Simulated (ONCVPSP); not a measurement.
# Varying the ONCV potential for Ir

Base potential:

iridium (Ir), optimised norm-conserving Vanderbilt (ONCV), made with ONCVPSP 4.0.1 (LDA (Perdew-Wang 92), fully relativistic). Core [Xe] 4f14, reference 5d6 (charge +3). Waves: s scattering state at 0.1 Ha: rc 2.25 bohr, ncon 5, nbas 8, qcut 2.2 1/bohr, 2 projectors, debl 2.3 Ha; p scattering state at 0.23 Ha: rc 2.20 bohr, ncon 3, nbas 6, qcut 4.3 1/bohr, 2 projectors, debl 0.3 Ha; 5d: rc 2.25 bohr, ncon 3, nbas 7, qcut 7.7 1/bohr, 2 projectors, debl 0.5 Ha. Local part: polynomial inside 1.50 bohr (lpopt 5, dvloc0 3 Ha). Core correction: polynomial model core, fcfact 0.35.

Open shells are filled in proportion to 2j + 1.

In the s channel the program set the typed energies aside and used 0.050, 2.350 Ha. In the p channel the program set the typed energies aside and used 0.050, 0.350 Ha (j = l + 1/2; the other j can differ). In the d channel the program set the typed energies aside and used -1.345, 0.250 Ha (j = l + 1/2; the other j can differ).

Cutoffs, loose and tight: the cutoffs (Ha) at which the residual kinetic energy of the hardest occupied pseudo-wave falls to 1 and 0.1 mHa per electron. They do not see the model core or the augmentation charge, which bear on the density cutoff. Test errors are all-electron minus pseudo excitation energies from the reference, over the configurations 5d7 6s2; 5d7 6s1; 5d7; 5d8. A dash means not determined; rows that change the core or the reference have their own tests.

A true bound ghost makes a file unfit for plane-wave use even where its test errors are small: the radial tests pick states by their node count and pass the ghost by.

```tsv
change	outcome	cutoff, loose	cutoff, tight	bound ghosts	GHOST(+) flags above zero	largest test error (meV)
base	generated, projector energies reset by the program	18 Ha	21 Ha	p3/2, p1/2	s	+283
p: qcut 2.6	generated, projector energies reset by the program	18 Ha	21 Ha	none	s, p3/2, p1/2	+283
p: qcut 3.1	generated, projector energies reset by the program	18 Ha	21 Ha	none	s, p3/2, p1/2	+283
p: qcut 3.6	generated, projector energies reset by the program	18 Ha	21 Ha	none	s, p3/2, p1/2	+283
p: qcut 4.6	generated, projector energies reset by the program	18 Ha	21 Ha	p3/2, p1/2	s	+283
p: qcut 4.9	generated, projector energies reset by the program	18 Ha	21 Ha	p3/2, p1/2	s	+283
p: qcut 5.4	failed: ERROR pspot: first pseudo wave function has node, program will stop	–	–	–	–	–
p: qcut 6.1	failed: ERROR pspot: first pseudo wave function has node, program will stop	–	–	–	–	–
p: qcut 6.4	failed: ERROR pspot: first pseudo wave function has node, program will stop	–	–	–	–	–
```

Q: What comes out with this change to the base: p: qcut 4?

A: outcome: generated, projector energies reset by the program; cutoff, loose: 18 Ha; cutoff, tight: 21 Ha; bound ghosts: p3/2; GHOST(+) flags above zero: s, p1/2; largest test error (meV): +283.

Reading the sweep of the qcut of the p channel (base included, trends over the rows without a ghost): Bound ghosts are found at 4, 4.3, 4.6, 4.9 1/bohr. The generation fails at 5.4, 6.1, 6.4 1/bohr.
